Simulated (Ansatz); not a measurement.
A calculation with Ansatz (development build ahead of 0.2.0).

```yaml
crystal:
  periodic: [false, false, false]
  atoms:
    - { symbol: V, position_ang: [0.0, 0.0, 0.888] }
    - { symbol: F, position_ang: [0.0, 0.0, -0.888] }
basis:
  gaussian: { orbitals: cc-pVTZ }
magnetization:
  initial_magnetization: 4
hamiltonian:
  xc: hf
correlation:
  method: ccsd_t
  frozen_orbitals: { F: 1, V: 5 }
scf:
  omitted_lower_state_checks: [stability, starts, atomic_configurations, cluster_reference, orbital_swaps, given_window_search, neighbouring_geometries, increment]
```

The input is written out in the form of the current development build from the run's settings. Correlation on restricted open-shell orbitals is semicanonical, with singles.

Results

```json
{
  "Converged": "yes",
  "Reference energy": "-1042.43932 hartree",
  "CCSD correlation energy": "-0.63659 hartree",
  "Triples correction": "-0.02002 hartree",
  "Total energy": "-1043.09593 hartree",
  "Spin squared of the determinant": "6.000"
}
```
